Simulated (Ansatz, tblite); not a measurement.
Spin states of the cluster K2Se⁺, each relaxed with r2SCAN-D4/def2-TZVP in Ansatz. Electronic energies in the gas phase.

The xTB rows come from tblite. LC-ωPBE has ω = 0.4 bohr⁻¹. Correlated methods freeze 19 core orbitals; core or outer-core shells of K, Se are correlated, in sets that lack core-valence functions. The structure comes from a short search, and lower isomers may exist.

Doublet geometry (D∞h within 0.1 Å):

```xyz
3

K    -2.678    1.353    0.757
K     2.681   -1.345   -0.759
Se   -0.003   -0.008    0.002
```

Quartet geometry (D∞h within 0.1 Å):

Cartesian coordinates in Å:
```
K -3.790 0.743 0.991
K 3.791 -0.743 -0.985
Se -0.001 0.001 -0.006
```

⟨S²⟩: doublet 0.75 at PBE0-D4/def2-TZVP (pure 0.75), quartet 3.75 at PBE0-D4/def2-TZVP (pure 3.75).

Run but left out: HF/def2-TZVPP, MP2/def2-TZVPP, CCSD/def2-TZVPP, CCSD(T)/def2-TZVPP (flagged by the program: other roots).

Only these spin states were relaxed. The quartet has other bonds than the doublet, so the gap mixes isomer and spin.

```csv
level,quartet − doublet (kcal/mol),lowest of these
HF/STO-3G,80.7,doublet
PBE0-D4/def2-TZVP,79.4,doublet
BHLYP-D4/def2-TZVP,78.3,doublet
LC-ωPBE/def2-TZVP,92.8,doublet
RPA@PBE/def2-TZVP,77.0,doublet
MP2/def2-TZVP,85.5,doublet
```

Q: Estimate the rows for GFN1-xTB, GFN2-xTB, HF/def2-TZVP, PBE-D4/def2-TZVP, r2SCAN-D4/def2-TZVP, B2PLYP/def2-TZVP.

A: 
```json
{"level": "GFN1-xTB", "quartet − doublet (kcal/mol)": "110.4", "lowest of these": "doublet"}
{"level": "GFN2-xTB", "quartet − doublet (kcal/mol)": "54.2", "lowest of these": "doublet"}
{"level": "HF/def2-TZVP", "quartet − doublet (kcal/mol)": "69.4", "lowest of these": "doublet"}
{"level": "PBE-D4/def2-TZVP", "quartet − doublet (kcal/mol)": "75.4", "lowest of these": "doublet"}
{"level": "r2SCAN-D4/def2-TZVP", "quartet − doublet (kcal/mol)": "85.5", "lowest of these": "doublet"}
{"level": "B2PLYP/def2-TZVP", "quartet − doublet (kcal/mol)": "82.7", "lowest of these": "doublet"}
```

The xTB methods have no spin-polarisation term.
